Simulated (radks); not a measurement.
Problem. The mean radii <r> (bohr) of the occupied orbitals of an atom or ion are listed with their occupations. All-electron calculation, non-relativistic Kohn-Sham, PBE, spin-unpolarised, spherical densities, point nucleus. Program: a radial shooting solver on a logarithmic mesh with Libxc functionals.

orbital  occ.      <r>
1s          2  0.04499
2s          2   0.2000
2p          6   0.1728
3s          2   0.5850
3p          6   0.5942
3d         10   0.6272
4s          2    1.774
4p          3    2.127

Name the element and its charge.

Solution. Z = 34, selenium, charge +1: Se+ in [Ar] 3d10 4s2 4p3. The 1s radius gives Z: for a bare nucleus <r> = 1.5/Z, 0.04412 bohr for Z = 34, and screening makes it slightly larger (0.04499 here). The occupations add up to 33, and the charge is Z minus that.
